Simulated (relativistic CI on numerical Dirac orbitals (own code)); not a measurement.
## Br XXVII: sensitivity of the levels to the model

Base calculation: Dirac-Coulomb-Breit CI, separate exchange-only KLI orbitals for each configuration, a model potential for QED, unscaled Slater integrals.

Configuration list (outside the closed core 1s2): 2s2 2p5, 2s 2p6, 2p6 3s, 2p6 3p, 2p6 3d, 2s2 2p4 3s, 2s2 2p4 3p, 2s2 2p4 3d, 2s 2p5 3s, 2s 2p5 3p, 2s 2p5 3d, 2s2 2p4 4s, 2s2 2p4 4p, 2s2 2p4 4d, 2s2 2p4 4f, 2s 2p5 4s. Levels of other configurations are missing.

The lowest level and the first level of each name with at least 55 % of one term (blank where a level has no safe partner in the second run):

| Level | Base (eV) | Shift (eV) |
| --- | --- | --- |
| 2s2 2p5 2P°_3/2 | 0.00 | 0.00 |
| 2s2 2p5 2P°_1/2 | 48.79 | 0.00 |
| 2s 2p6 2S_1/2 | 224.45 | +0.33 |
| 2s2 2p4 3s 4P_5/2 | 1606.99 | +1.49 |
| 2s2 2p4 3s 2P_3/2 | 1611.88 | +1.49 |
| 2s2 2p4 3s 4P_3/2 | 1653.48 | +1.49 |
| 2s2 2p4 3s 2P_1/2 | 1657.36 | +1.49 |
| 2s2 2p4 3p 2P°_1/2 | 1665.61 | +1.66 |
| 2s2 2p4 3s 2D_5/2 | 1666.65 | +1.49 |
| 2s2 2p4 3p 4D°_7/2 | 1667.57 | +1.66 |
| 2s2 2p4 3s 2D_3/2 | 1668.17 | +1.49 |
| 2s2 2p4 3p 4P°_1/2 | 1698.82 | +1.66 |
| 2s2 2p4 3p 2F°_5/2 | 1713.62 | +1.66 |
| 2s2 2p4 3d 4D_5/2 | 1724.66 | +1.33 |

At this charge energies of transitions that change n are usually good to better than 1 %, and those within a shell (Δn = 0) to a few per cent.

Question: One thing was changed in a second run, which moved the levels as shown. Which?
A. QED terms removed
B. P86 correlation estimate
C. Breit term removed
D. configuration mixing switched off

Answer: B. P86 correlation estimate. A correlation estimate moves all levels of a configuration together before mixing; mixed levels move by a weighted share.

LS names give the leading component of a level, which can be under half, so a name can repeat, a term be missing and a line seem to break the LS rules.
